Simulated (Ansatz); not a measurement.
Start from `SBCl` and change one atom or group to get `C=CB(S)Cl`.

Ansatz, PBE0-D4/def2-TZVP geometries, multiplicity 1. Each molecule was computed in one conformer, which needn't be the lowest.

```json
{"property": "HOMO energy (ωB97M-V/def2-TZVPP) / eV", "`SBCl`": "-10.46"}
{"property": "LUMO energy (B3LYP/def2-TZVPP) / eV", "`SBCl`": "-1.48"}
{"property": "LUMO energy (ωB97M-V/def2-TZVPP) / eV", "`SBCl`": "0.74"}
{"property": "HOMO–LUMO gap (ωB97M-V/def2-TZVPP) / eV", "`SBCl`": "11.20"}
{"property": "HOMO energy (PBE0/def2-TZVPP) / eV", "`SBCl`": "-8.32"}
{"property": "HOMO energy (PBE/def2-TZVPP) / eV", "`SBCl`": "-7.13"}
```

(1) What does the change do to each property? (An estimate is asked.)

## Answers

(1) The calculation gave: 
```tsv
property	`C=CB(S)Cl`	shift
HOMO energy (ωB97M-V/def2-TZVPP) / eV	-10.01	0.45
LUMO energy (B3LYP/def2-TZVPP) / eV	-2.02	-0.54
LUMO energy (ωB97M-V/def2-TZVPP) / eV	0.20	-0.54
HOMO–LUMO gap (ωB97M-V/def2-TZVPP) / eV	10.21	-0.99
HOMO energy (PBE0/def2-TZVPP) / eV	-7.89	0.43
HOMO energy (PBE/def2-TZVPP) / eV	-6.77	0.36
```

With PBE0 the HOMO rises by 0.43 eV and the LUMO falls by 0.56 eV, so the gap narrows by about 0.99 eV. PBE moves the HOMO by 0.36 eV and ωB97M-V by 0.45 eV.

B3LYP here is the variant with VWN-RPA as its local correlation; programs differ in this.
